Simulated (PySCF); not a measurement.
C9H10O2.
Atom-mapped SMILES: `[CH2:1]=[CH:2][CH2:3][O:4][c:5]1[cH:6][cH:7][c:8]([OH:9])[cH:10][cH:11]1` (hydrogens: H12, H13 on C1; H14 on C2; H15, H16 on C3; H17 on C6; H18 on C7; H19 on O9; H20 on C10; H21 on C11)

The same species was optimised twice, with GFN2-xTB and with PBE0-D3(BJ)/def2-SVP (PySCF), and the same property calculations (PySCF, gas phase) were run on both structures.

```json
{"coordinate": "C1=C2 (Å)", "GFN2-xTB": "1.319", "PBE0-D3(BJ)/def2-SVP": "1.332", "change": "+0.013"}
{"coordinate": "C6–C7 (Å)", "GFN2-xTB": "1.386", "PBE0-D3(BJ)/def2-SVP": "1.397", "change": "+0.011"}
{"coordinate": "C8–O9 (Å)", "GFN2-xTB": "1.365", "PBE0-D3(BJ)/def2-SVP": "1.354", "change": "-0.011"}
{"coordinate": "C10–C11 (Å)", "GFN2-xTB": "1.376", "PBE0-D3(BJ)/def2-SVP": "1.386", "change": "+0.010"}
{"coordinate": "O4–C5 (Å)", "GFN2-xTB": "1.367", "PBE0-D3(BJ)/def2-SVP": "1.358", "change": "-0.009"}
{"coordinate": "C8–C10 (Å)", "GFN2-xTB": "1.392", "PBE0-D3(BJ)/def2-SVP": "1.400", "change": "+0.008"}
{"coordinate": "C5–C6 (Å)", "GFN2-xTB": "1.388", "PBE0-D3(BJ)/def2-SVP": "1.396", "change": "+0.008"}
{"coordinate": "C7–C8 (Å)", "GFN2-xTB": "1.386", "PBE0-D3(BJ)/def2-SVP": "1.393", "change": "+0.007"}
{"coordinate": "C3–O4 (Å)", "GFN2-xTB": "1.412", "PBE0-D3(BJ)/def2-SVP": "1.404", "change": "-0.008"}
{"coordinate": "C5–C11 (Å)", "GFN2-xTB": "1.396", "PBE0-D3(BJ)/def2-SVP": "1.402", "change": "+0.006"}
{"coordinate": "C2–C3 (Å)", "GFN2-xTB": "1.502", "PBE0-D3(BJ)/def2-SVP": "1.499", "change": "-0.003"}
{"coordinate": "C7–C8–O9 (°)", "GFN2-xTB": "122.4", "PBE0-D3(BJ)/def2-SVP": "123.1", "change": "+0.7"}
{"coordinate": "C3–O4–C5 (°)", "GFN2-xTB": "119.0", "PBE0-D3(BJ)/def2-SVP": "119.5", "change": "+0.5"}
{"coordinate": "O9–C8–C10 (°)", "GFN2-xTB": "118.4", "PBE0-D3(BJ)/def2-SVP": "118.0", "change": "-0.4"}
{"coordinate": "O4–C5–C11 (°)", "GFN2-xTB": "115.6", "PBE0-D3(BJ)/def2-SVP": "116.0", "change": "+0.4"}
{"coordinate": "C7–C8–C10 (°)", "GFN2-xTB": "119.2", "PBE0-D3(BJ)/def2-SVP": "118.9", "change": "-0.3"}
{"coordinate": "O4–C5–C6 (°)", "GFN2-xTB": "125.4", "PBE0-D3(BJ)/def2-SVP": "125.1", "change": "-0.3"}
{"coordinate": "C8–C10–C11 (°)", "GFN2-xTB": "120.1", "PBE0-D3(BJ)/def2-SVP": "120.3", "change": "+0.2"}
{"coordinate": "C2–C3–O4 (°)", "GFN2-xTB": "113.4", "PBE0-D3(BJ)/def2-SVP": "113.6", "change": "+0.2"}
{"coordinate": "C1–C2–C3–O4 (°)", "GFN2-xTB": "-148", "PBE0-D3(BJ)/def2-SVP": "-142", "change": "+6"}
{"coordinate": "C2–C3–O4–C5 (°)", "GFN2-xTB": "70", "PBE0-D3(BJ)/def2-SVP": "73", "change": "+3"}
{"coordinate": "C3–O4–C5–C6 (°)", "GFN2-xTB": "0", "PBE0-D3(BJ)/def2-SVP": "2", "change": "+2"}
```

Rotational constants: A = 2619, B = 603.8, C = 511.9 MHz (GFN2-xTB) against A = 2591, B = 602.3, C = 512.2 MHz (PBE0-D3(BJ)/def2-SVP). Point groups within 0.08 Å: C1 and C1.

On the GFN2-xTB structure: HOMO (eV) -5.91 [PBE0/pcSseg-1]; LUMO (eV) -0.35 [PBE0/pcSseg-1]; dipole (D) 2.56 [PBE0/pcSseg-1]; GIAO shielding of C1 (ppm) 64.5 [PBE0/pcSseg-1]; GIAO shielding of C2 (ppm) 36.6 [PBE0/pcSseg-1]; GIAO shielding of C3 (ppm) 114.0 [PBE0/pcSseg-1]; GIAO shielding of O4 (ppm) 216.7 [PBE0/pcSseg-1]; GIAO shielding of C5 (ppm) 28.3 [PBE0/pcSseg-1]; GIAO shielding of C6/C11 (mean) (ppm) 66.1 [PBE0/pcSseg-1]; GIAO shielding of C7/C10 (mean) (ppm) 68.2 [PBE0/pcSseg-1]; GIAO shielding of C8 (ppm) 29.7 [PBE0/pcSseg-1].

What do these properties become on the PBE0-D3(BJ)/def2-SVP structure?

```json
{"property": "HOMO (eV)", "level": "PBE0/pcSseg-1", "on GFN2-xTB": "-5.91", "on PBE0-D3(BJ)/def2-SVP": "-5.87", "change": "+0.04"}
{"property": "LUMO (eV)", "level": "PBE0/pcSseg-1", "on GFN2-xTB": "-0.35", "on PBE0-D3(BJ)/def2-SVP": "-0.36", "change": "-0.01"}
{"property": "dipole (D)", "level": "PBE0/pcSseg-1", "on GFN2-xTB": "2.56", "on PBE0-D3(BJ)/def2-SVP": "2.54", "change": "-0.02"}
{"property": "energy, GFN2-xTB geometry as zero (kcal/mol)", "level": "PBE0/pcSseg-1", "on GFN2-xTB": "0.0", "on PBE0-D3(BJ)/def2-SVP": "-0.4", "change": "-0.4"}
{"property": "GIAO shielding of C1 (ppm)", "level": "PBE0/pcSseg-1", "on GFN2-xTB": "64.5", "on PBE0-D3(BJ)/def2-SVP": "59.4", "change": "-5.1"}
{"property": "GIAO shielding of C2 (ppm)", "level": "PBE0/pcSseg-1", "on GFN2-xTB": "36.6", "on PBE0-D3(BJ)/def2-SVP": "35.7", "change": "-0.9"}
{"property": "GIAO shielding of C3 (ppm)", "level": "PBE0/pcSseg-1", "on GFN2-xTB": "114.0", "on PBE0-D3(BJ)/def2-SVP": "114.2", "change": "+0.2"}
{"property": "GIAO shielding of O4 (ppm)", "level": "PBE0/pcSseg-1", "on GFN2-xTB": "216.7", "on PBE0-D3(BJ)/def2-SVP": "217.8", "change": "+1.1"}
{"property": "GIAO shielding of C5 (ppm)", "level": "PBE0/pcSseg-1", "on GFN2-xTB": "28.3", "on PBE0-D3(BJ)/def2-SVP": "28.0", "change": "-0.3"}
{"property": "GIAO shielding of C6/C11 (mean) (ppm)", "level": "PBE0/pcSseg-1", "on GFN2-xTB": "66.1", "on PBE0-D3(BJ)/def2-SVP": "64.4", "change": "-1.7"}
{"property": "GIAO shielding of C7/C10 (mean) (ppm)", "level": "PBE0/pcSseg-1", "on GFN2-xTB": "68.2", "on PBE0-D3(BJ)/def2-SVP": "66.2", "change": "-2.0"}
{"property": "GIAO shielding of C8 (ppm)", "level": "PBE0/pcSseg-1", "on GFN2-xTB": "29.7", "on PBE0-D3(BJ)/def2-SVP": "29.1", "change": "-0.6"}
```

The heavy atoms differ by 0.037 Å rms after alignment. Among bonds between heavy atoms C1=C2 changes most (+0.013 Å). Changes are differences of the printed values. Neither structure is proved a minimum here.

Shape of the structure used: `[CH2:1]=[CH:2][CH2:3][O:4][c:5]1[cH:6][cH:7][c:8]([OH:9])[cH:10][cH:11]1`: C1–C2–C3–O4 -142°, C2–C3–O4–C5 73°, C3–O4–C5–C6 2°, H–O9–C8–C7 1°.
